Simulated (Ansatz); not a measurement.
Reaction (atomization): `[CH3][GeH][Cl]`• → C• + Cl• + Ge• + 4 H•

Gas-phase electronic energies from Ansatz, PBE0-D4/def2-TZVP geometries. CCSD(T)/CBS is the MP2 limit (def2-TZVPP, def2-QZVPP) plus CCSD(T) − MP2 in def2-TZVPP, frozen cores. This one scheme is used for every species, atoms too. No spin–orbit coupling; open shells (•) take unrestricted orbitals. Spin–orbit coupling would lower the free atoms: a little for C, Cl; clearly for Ge. For Ge outer-core shells are correlated without core-valence functions, so the limit isn't a true one: a few kJ/mol of doubt a bond, and 10 to 20 or more in all where bonds break to atoms. Scalar relativity is left out up to krypton.

| species | SCS-MP2/def2-TZVPP energy (Eh) |
| --- | --- |
| `[CH3][GeH][Cl]`• | -2575.70228 |
| C• | -37.76105 |
| Cl• | -459.63520 |
| Ge• | -2075.48945 |
| H• | -0.49981 |

Question: Work out ΔE.

Answer: ΔE = 4 × (-0.49981) + (-37.76105) + (-459.63520) + (-2075.48945) − (-2575.70228) = 0.81734 Eh = +512.9 kcal/mol. CCSD(T)/CBS gives +521.8 kcal/mol.

Largest T1 diagnostic among the species: 0.012.

From BLYP to BHLYP (50 % exact exchange), in def2-TZVPP and without D4, ΔE moves by −3.4 kcal/mol: exact exchange takes away binding that semilocal exchange gives to molecules. The D4 term adds +5.0 kcal/mol with B3LYP and +2.6 kcal/mol with PBE0; it sums over pairs of atoms, weighted by their polarisabilities, and B3LYP, whose exchange is more repulsive, gets the larger term.

B3LYP here is the variant with VWN-RPA as its local correlation; programs differ in this.

For atomizations the MP2-based limit and the directly extrapolated one differ by several kJ/mol either way, and by 10 to 25 for some Ge, Se and Sn compounds, so smaller differences from it don't rank the levels.
